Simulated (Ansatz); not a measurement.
Coupled-cluster diagnostics for WO3, Ansatz.

Geometry of the singlet (PBE0-D4/def2-TZVP):

```xyz
4

W     0.580    0.966   -0.329
O    -0.453   -1.785   -0.160
O     0.157   -0.721   -0.487
O    -0.284    1.539    0.976
```

In the def2 sets W takes a core potential; there is no spin–orbit coupling. Correlated methods freeze 3 core orbitals; core or outer-core shells of W are correlated, in sets that lack core-valence functions. The structure holds 1 bond(s) between oxygen atoms. No other spin state of charge 0 was run. Another isomer (singlet) lies 5.83 eV lower at PBE0-D4/def2-TZVP; other spin states weren't run for this one.

Question: Estimate the CCSD(T) correlation energy, the shares of MP2 and (T), T1 and the reference's ⟨S²⟩ for: charge 0, singlet, own geometry in def2-TZVPP; and the rough time on 4 threads of Arm Neoverse V2 on a shared host.

Answer: 
```tsv
state	basis	correlation (eV)	MP2 share (%)	(T) share (%)	T1	⟨S²⟩ (pure)	wall time	remarks
charge 0, singlet, own geometry	def2-TZVPP	-33.921	99.5	6.8	0.051	0.00 (0.00)	40 s	large T1 (0.051), restricted SCF unstable
```
Customary marks for T1 are 0.02 (closed shells), 0.045 (open shells) and about 0.05 (3d metals). T1 exceeds 0.02 in 1 of 1 rows and 0.045 in 1; the higher it lies, the less the single-reference result can be trusted.
